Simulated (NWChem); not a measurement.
System: TaHO2Cl2; SMILES [Ta]([Cl])([OH])([Cl])=[O]

Input file for NWChem:

```
start job
memory heap 200 mb stack 900 mb global 1100 mb
geometry units angstroms noautoz
  Ta     0.127936     0.000543     0.000000
  O      0.888599     1.529507     0.000000
  Cl    -1.126270    -0.153376     1.934150
  Cl    -1.126270    -0.153376    -1.934150
  O      1.503215    -1.281734     0.000000
  H      2.465018    -1.230896     0.000000
end
basis spherical
  * library def2-svp
end
ecp
  Ta library def2-ecp
end
dft
  xc xperdew91 perdew91
  iterations 150
  mulliken
end
task dft energy
```

The geometry was optimised at PBE0/def2-SVP. def2 effective core potentials on Ta; no spin-orbit coupling.

Give the results of this calculation. (PW91/def2-SVP with def2 effective core potentials on Ta.) Quantities: energy (Ha); highest occupied level (eV); orbital gap (eV); dipole (D).


```yaml
energy (Ha): -1128.34
highest occupied level (eV): -7.92
orbital gap (eV): 5.20
dipole (D): 2.63
```
